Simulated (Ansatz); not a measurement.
`CNB(C)Cl` + `NCBO` → `COBCN` + `CNBCl`  (substitution at a C–B bond)

Computed with Ansatz on PBE0-D4/def2-TZVP structures; ΔE is electronic, products minus reactants. CCSD(T)/CBS adds triple-zeta CCSD(T) − MP2 to the extrapolated MP2 energy (def2 sets, frozen cores). This one scheme is used for every species. DFT in def2-TZVPP. B3LYP here is the variant with VWN-RPA as its local correlation; programs differ in this. One conformer a species, not always the lowest.

| level | ΔE (kJ/mol) | difference from CCSD(T)/CBS |
| --- | --- | --- |
| PBE-D4 | 115.9 | 0.7 |
| PBE0-D4 | 116.6 | 1.4 |
| B3LYP-D4 | 108.0 | -7.2 |
| ωB97X-V | 109.3 | -5.9 |
| ωB97M-V | 114.9 | -0.3 |
| B2PLYP | 108.0 | -7.2 |
| r2SCAN | 116.2 | 1.0 |
| PBE0 | 113.6 | -1.6 |
| B3LYP | 102.0 | -13.2 |
| CCSD/def2-TZVPP | 110.0 | -5.2 |
| CCSD(T)/def2-TZVPP | 112.9 | -2.3 |
| HF/def2-QZVPP | 87.3 | -27.9 |
| MP2/def2-QZVPP | 121.5 | 6.3 |
| SCS-MP2/def2-QZVPP | 110.7 | -4.5 |
| HF/CBS(def2) | 87.1 | -28.1 |
| MP2/CBS(def2) | 122.9 | 7.7 |
| CCSD(T)/CBS | 115.2 | 0 |

Largest T1 diagnostic among the species: 0.012.

The D4 term adds +6.0 kJ/mol with B3LYP and +3.0 kJ/mol with PBE0; it sums over pairs of atoms, weighted by their polarisabilities, and B3LYP, whose exchange is more repulsive, gets the larger term. In def2-TZVPP, CCSD(T) changes the Hartree–Fock value by +24.4 kJ/mol (the triples alone add +2.9 kJ/mol) and MP2 by +32.1 kJ/mol.
